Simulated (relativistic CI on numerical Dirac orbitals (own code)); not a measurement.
Computed by Dirac-Coulomb-Breit CI, orbitals from a KLI potential per configuration, model QED (radiative potential, 1s self-energy scaled to tabulated hydrogen-like ionisation energies), unscaled Slater integrals (own radial code, finite nucleus).

The strongest absorption lines from the ground level of an ion, among the configurations computed and to levels below about 439 eV (vacuum wavelength in Å, gf): 36.112 (2.3), 38.424 (3.7), 45.677 (0.55), 46.080 (5.1), 46.420 (1.6), 49.848 (1.5), 56.031 (0.75), 57.410 (0.73).

(1) Which ion is it?
A. Au XLII
B. Au XLIV
C. Lu XXXIV
D. Bi XLVI

Answers

(1) A. Au XLII has 38 electrons and the ground level 4s²4p⁶4d² ³F2; the strongest line goes to 4s²4p⁶4d4f ³G°3. The pattern of lines fixes the number of electrons, and along that sequence the line energies rise steadily with the charge (about as its square where n changes within one kind of shell, about linearly where n is kept but much faster in heavy ions where fine structure, which grows about as Z⁴, sets the gap, and irregularly where shells cross), which fixes Z. Configurations outside the model, such as inner-shell arrays, can give stronger lines. At this charge energies of transitions that change n are usually good to better than 1 %, and those within a shell (Δn = 0) to a few per cent.

LS names give the leading component of a level, which can be under half, so a name can repeat, a term be missing and a line seem to break the LS rules.
